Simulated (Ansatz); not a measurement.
Consider the atomization: `CN(C)B[SiH3]` → B• + 2 C• + 10 H• + N• + Si•.

Computed with Ansatz on PBE0-D4/def2-TZVP structures; ΔE is electronic, products minus reactants. CCSD(T)/CBS is the MP2 limit (def2-TZVPP, def2-QZVPP) plus CCSD(T) − MP2 in def2-TZVPP, frozen cores. This one scheme is used for every species, atoms too. DFT in def2-TZVPP. B3LYP here is the variant with VWN-RPA as its local correlation; programs differ in this. Open shells (•) are unrestricted, without spin–orbit coupling. Spin–orbit coupling would lower the free atoms: a little for B, C, Si. Each species was taken in one conformer, which may not be the lowest.

| level | ΔE (kJ/mol) |
| --- | --- |
| PBE-D4 | 5451.7 |
| r2SCAN-D4 | 5385.9 |
| PBE0-D4 | 5392.6 |
| B3LYP-D4 | 5406.2 |
| B3LYP | 5359.7 |
| MP2/def2-TZVPP | 5271.9 |
| SCS-MP2/def2-TZVPP | 5293.5 |
| CCSD/CBS(def2) | 5309.2 |

Q: What does CCSD(T)/CBS give? (Estimate.)

A: Computed: +5371.1 kJ/mol. The listed levels differ from it by 80.6, 14.8, 21.5, 35.1, -11.4, -99.2, -77.6, -61.9 kJ/mol.

Largest T1 diagnostic among the species: 0.014.

The D4 term adds +46.5 kJ/mol with B3LYP and +24.7 kJ/mol with PBE0; it sums over pairs of atoms, weighted by their polarisabilities, and B3LYP, whose exchange is more repulsive, gets the larger term. From PBE to PBE0 (25 % exact exchange), in def2-TZVPP and without D4, ΔE moves by −54.6 kJ/mol: exact exchange takes away binding that semilocal exchange gives to molecules.

For atomizations the MP2-based limit and the directly extrapolated one differ by several kJ/mol either way, and by 10 to 25 for some Ge, Se and Sn compounds, so smaller differences from it don't rank the levels.
